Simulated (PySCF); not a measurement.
Run record: geometry optimisation, `FC(F)=C(F)[C@@H]1CC[SiH2]C1`.

Computed with PBE0-D3(BJ)/def2-SVP geometry optimisation, gas phase (PySCF 2.14.0). Start geometry: GFN2-xTB. A driver script takes a list of jobs; this job's settings line and coordinates (Å) are shown.

Input:
```
{"job": {"xc": "PBE0", "basis": "def2-SVP", "d3": "d3bj", "grid": 1, "kind": "geom"}, "charge": 0, "multiplicity": 1}
F      2.671859    -0.038044    -2.154099
C      2.839017    -0.323079    -0.864144
F      4.115385    -0.583810    -0.607926
C      1.840556    -0.331670     0.008641
F      2.121683    -0.631401     1.293818
C      0.405684    -0.043559    -0.294845
C     -0.110431     1.143064     0.531343
C     -1.614398     1.263711     0.287303
Si    -2.241407    -0.535887     0.200564
C     -0.481795    -1.255813     0.023853
H      0.327741     0.199178    -1.358140
H      0.417687     2.059507     0.260989
H      0.077472     0.942192     1.587724
H     -1.789888     1.778560    -0.657653
H     -2.080790     1.865903     1.063891
H     -3.074110    -0.792348    -0.976116
H     -2.899397    -0.985796     1.428351
H     -0.155866    -1.702419     0.963533
H     -0.378806    -2.019038    -0.744547
```

Output:
```
step   0  E = -821.88797873  max force = 0.021116
step   1  E = -821.88957254  max force = 0.007008
step   2  E = -821.89052544  max force = 0.005801
step   3  E = -821.89045078  max force = 0.006751
step   4  E = -821.89090232  max force = 0.001259
step   5  E = -821.89090840  max force = 0.001715
step   6  E = -821.89094326  max force = 0.000600
step   7  E = -821.89095423  max force = 0.000320
optimisation converged
```

Energies in Eh; «max force» is the largest Cartesian gradient component in Eh/bohr.

**Question.** At which steps does the energy rise by more than 1e-5 Eh?

**Answer.** At step 3 (+0.07 mEh).

**Question.** How much energy does the optimisation release, in kcal/mol?

**Answer.** E(step 0) − E(last step) = 0.002976 Eh, which is 1.9 kcal/mol.

In short: final energy -821.89095 Eh after 7 steps; dipole 1.46 D.

The run took 3.0 min of wall time on one thread, Arm Neoverse V1, no GPU, on a shared host.
Labels such as C1 count atoms from 1, the log's own numbers from 0.
